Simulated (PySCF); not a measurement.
## How methods differ on the ionisation energy of Kr

Kr [Kr] (1S) → Kr⁺ [Ar] 3d10 4s2 4p5 (2P), as a difference of total energies. Calculation: PySCF 2.14, in cc-pVTZ-PP with ECP10MDF (5s4p3d1f, 39 functions); scalar relativity through the core potential. Correlated levels: valence: 3s2 3p6 3d10 frozen. The calculations carry no spin-orbit coupling.

Order these methods by the ionisation energy they give, lowest first.
A. CCSD(T) (valence)
B. CCSD (valence)
C. B3LYP
D. M06-L

D (13.833 eV), B (13.907 eV), A (13.942 eV), C (14.143 eV).

Errors of the correlated levels include the incompleteness of this basis and the frozen core.

For comparison: 14.222 eV (measured; NIST levels, between the centres of gravity of the two terms).
